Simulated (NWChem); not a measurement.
System: GeNH3, singlet; SMILES [NH2][GeH]

```xyz
5

Ge    -0.0436     0.4133     0.0000
H      1.5549     0.5151     0.0000
N     -0.0147    -1.4008     0.0000
H      0.8127    -1.9880     0.0000
H     -0.8698    -1.9472     0.0000
```
Atoms are numbered in this order, from 1.

Low-valent species are run as closed-shell singlets; no triplet was tried in these runs. The geometry was optimised at PBE0/def2-SVP.

Symmetry labels are those of Cs in the frame above (b1 and b2, or b-type labels, depend on it). States above −ε(HOMO) = 6.4 eV lie in this functional's continuum and hang on the basis.

**Question.** List the 4 lowest vertical singlet excitations from B3LYP/def2-SVPD, TDA (NWChem).

**Answer.** 
```
state  energy (eV)  oscillator strength  symmetry  leading excitation (squared amplitude)
-----  -----------  -------------------  --------  --------------------------------------
S1            3.72                0.030        a"                      HOMO → LUMO (0.97)
S2            5.56                0.056        a'                    HOMO → LUMO+1 (0.84)
S3            6.05                0.163        a'                    HOMO−1 → LUMO (0.76)
S4            6.49                0.203        a'                    HOMO → LUMO+2 (0.96)
```
